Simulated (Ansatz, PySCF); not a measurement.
C3H8Be. Atoms are numbered in the order given.

```xyz
12

Be    -0.3060     0.2686     0.6644
C     -0.9876     1.5451     1.5216
H     -1.4626     1.2156     2.4727
H     -1.7799     2.0687     0.9411
H     -0.2376     2.3197     1.7978
C      0.3780    -1.0193    -0.1905
C      0.7890    -0.7549    -1.6546
H     -0.3350    -1.8785    -0.1554
H      1.2641    -1.3859     0.3825
H      1.5440     0.0556    -1.7336
H     -0.0756    -0.4442    -2.2784
H      1.2299    -1.6504    -2.1436
```

Coordinates come from a PBE-D3(BJ)/def2-SVP optimisation. The structure was generated by enumeration; whether it is a known compound was not checked. Other conformers were not sampled.

Vertical ionisation energy (IE) and electron affinity (EA) in eV. Rows of orbital energies are one-electron estimates. Where ΔSCF, EOM or ADC give a negative EA the extra electron is unbound and the value depends on the basis.

| level | IE | EA |
|---|---|---|
| −ε(HOMO), −ε(LUMO), CAM-B3LYP/def2-TZVP (PySCF) | 8.99 | -0.60 |
| −ε(HOMO), −ε(LUMO), PBE/def2-TZVP (PySCF) | 6.24 | 0.60 |
| ΔSCF, PBE0/def2-SVPD (Ansatz), final states of multiplicity 2 and 2 | 9.81 | -1.04 |
| ΔSCF, PBE/def2-SVPD (Ansatz), final states of multiplicity 2 and 2 | 9.49 | -0.91 |

Question: What vertical singlet–triplet gap does ΔSCF give with PBE0/def2-SVPD (Ansatz, a program for electronic structure) and with PBE/def2-SVPD (Ansatz)? (Estimate from the structure and the level; the computed values follow.)

Answer: 5.85 and 5.46 eV (triplet above singlet where positive).
